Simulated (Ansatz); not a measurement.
The first iterations of a band of AlF3H4HfO2 (11 atoms, charge 0, multiplicity 1).

These are results of Ansatz 0.2.0, RKS PBE-D4/def2-SVP, not measurements.

```yaml
movable_images: 7
climbing_image: yes
spring: 5.0 eV/Å²
optimiser: quadratic models (default)
start_path: through a guess of the saddle point
force_threshold: 0.05 eV/Å
iteration_limit: 60
end_points: relaxed
```

First end point:

```xyz
11
Properties=species:S:1:pos:R:3
Hf 0.030 -0.258 0.414
O 0.314 0.795 2.000
H 0.437 1.390 2.750
F 1.315 0.497 -0.799
F -1.781 0.196 -0.041
F -0.100 -2.058 -0.817
O 0.477 -2.049 1.515
Al 0.310 -3.470 0.281
H 1.740 -4.069 -0.092
H -0.994 -4.336 0.585
H 0.712 -2.079 2.458
```

Last end point:

```xyz
11
Properties=species:S:1:pos:R:3
Hf 0.138 -0.395 -0.089
O 0.435 0.125 2.224
H -0.326 0.653 2.541
F 1.804 0.535 -0.377
F -1.435 0.657 0.387
F -0.367 -0.911 -1.878
O 0.305 -2.181 0.735
Al 0.459 -3.905 0.677
H 1.150 -4.573 -0.595
H -0.078 -4.711 1.946
H 0.377 -0.736 2.685
```

| iteration | highest image above the first end (eV) | largest band force component (eV/Å) |
| --- | --- | --- |
| 1 | 5.541 | 32.554 |
| 2 | 2.178 | 2.928 |
| 3 | 1.827 | 2.637 |
| 4 | 1.436 | 1.443 |
| 5 | 1.368 | 0.900 |
| 6 | 1.311 | 0.621 |
| 7 | 1.239 | 0.535 |
| 8 | 1.190 | 0.482 |
| 9 | 1.149 | 0.341 |

Does the band converge within its limit, and where does its top end?

The run converged. It ended after 27 iterations with the highest image 0.950 eV above the first end. The profile has 2 maxima (images 3, 6) with wells between them (image 4): this band takes more than one step, which may be the mechanism or a detour left from its start path. A vibrational analysis at the climbing image gives one clearly imaginary mode, 62i cm⁻¹: a first-order saddle point. The orbitals stay closed-shell, which can raise the energy where a bond breaks towards radicals; this wasn't checked here.

The run took 6.9 min on 4 threads of Arm Neoverse V2, on a shared host, peak memory 0.21 GiB.
